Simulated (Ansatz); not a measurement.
Start from `[NH2][Hf]([F])([Cl])[Cl]` and change one atom or group to get `C[N](C)[Hf]([F])([Cl])[Cl]`.

Ansatz, PBE0-D4/def2-TZVP geometries, multiplicity 1. Each molecule was computed in one conformer, which needn't be the lowest.

Elements past krypton have def2 core potentials.

```tsv
property	`[NH2][Hf]([F])([Cl])[Cl]`
LUMO energy (ωB97M-V/def2-TZVPP) / eV	0.77
ideal-gas entropy at 298 K and 1 bar (rigid rotor, harmonic PBE0-D4/def2-TZVP) / J/(mol·K)	393
LUMO energy (PBE0/def2-TZVPP) / eV	-1.25
HOMO–LUMO gap (B3LYP/def2-TZVPP) / eV	6.56
size of the dipole moment (B3LYP/def2-TZVPP) / D	2.71
HOMO–LUMO gap (ωB97M-V/def2-TZVPP) / eV	11.36
```

(1) What does the change do to each property? (Estimate.)

## Answers

(1) Computed: 
```
                                                                                  property  `C[N](C)[Hf]([F])([Cl])[Cl]`  shift
                                                     LUMO energy (ωB97M-V/def2-TZVPP) / eV                          0.99   0.22
ideal-gas entropy at 298 K and 1 bar (rigid rotor, harmonic PBE0-D4/def2-TZVP) / J/(mol·K)                           455     62
                                                        LUMO energy (PBE0/def2-TZVPP) / eV                         -1.05   0.20
                                                     HOMO–LUMO gap (B3LYP/def2-TZVPP) / eV                          5.77  -0.79
                                          size of the dipole moment (B3LYP/def2-TZVPP) / D                          3.18   0.47
                                                   HOMO–LUMO gap (ωB97M-V/def2-TZVPP) / eV                         10.46  -0.90
```

With PBE0 the HOMO rises by 1.04 eV and the LUMO rises by 0.20 eV, so the gap narrows by about 0.84 eV. PBE moves the HOMO by 0.90 eV and ωB97M-V by 1.12 eV. The zero-point energy changes by 149.9 kJ/mol with +18 modes. Dipoles are sizes alone; their direction can turn. Modes under 60 cm⁻¹, often nearly free rotors, make the harmonic entropy too high.

B3LYP here is the variant with VWN-RPA as its local correlation; programs differ in this.
